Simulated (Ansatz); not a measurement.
`[GaH2][AsH2]` + H₂O → `O[AsH2]` + `[GaH3]` at 500 K and 1 bar (formal hydrolysis of the As–Ga bond).

Isolated molecules relaxed with PBE0-D4/def2-TZVP in Ansatz; ΔE leaves out vibrations. CCSD(T)/CBS is the MP2 limit (def2-TZVPP, def2-QZVPP) plus CCSD(T) − MP2 in def2-TZVPP, frozen cores. This one scheme is used for every species. For As, Ga outer-core shells are correlated without core-valence functions, which leaves a few kJ/mol of doubt a bond. Scalar relativity is left out up to krypton.

| species | CCSD(T)/CBS energy (Eh) | H − E (kJ/mol) | S (J/(mol·K)) |
| --- | --- | --- | --- |
| `[GaH2][AsH2]` | -4161.33979 | 107.4 | 346.0 |
| H₂O | -76.37941 | 73.2 | 206.3 |
| `O[AsH2]` | -2311.97217 | 101.4 | 296.8 |
| `[GaH3]` | -1925.70545 | 69.3 | 243.1 |

H − E and S are ideal-gas, rigid-rotor, harmonic terms from PBE0-D4/def2-TZVP. 1 Eh = 2625.50 kJ/mol, R = 8.31446 J/(mol·K).

Question: By hand: ΔE, ΔH, ΔS and ΔG.

Answer: ΔE = (-2311.97217) + (-1925.70545) − (-4161.33979) − (-76.37941) = 0.04158 Eh = 109.2 kJ/mol. Δ(H − E) = 101.4 + 69.3 − 107.4 − 73.2 = -9.9, so ΔH = 99.3 kJ/mol. ΔS = 296.8 + 243.1 − 346.0 − 206.3 = -12.4 J/(mol·K). ΔG = 99.3 − 500 × (-12.4)/1000 = 105.5 kJ/mol.

Question: By hand: the equilibrium constant, and the temperature at which ΔG would vanish if ΔH and ΔS stayed fixed.

Answer: log₁₀ K = −ΔG/(RT ln 10) = -11.0. ΔH and −TΔS have one sign here, so there is no such temperature.

The number of gas molecules stays the same, so ΔS is small and ΔH decides. A doubt of 5 kJ/mol in ΔE shifts log₁₀ K by 0.5 here. These are equilibria of isolated gas molecules and say nothing of rates. Largest T1 diagnostic: 0.013 (customary marks: 0.02 for closed shells, 0.045 for open ones).
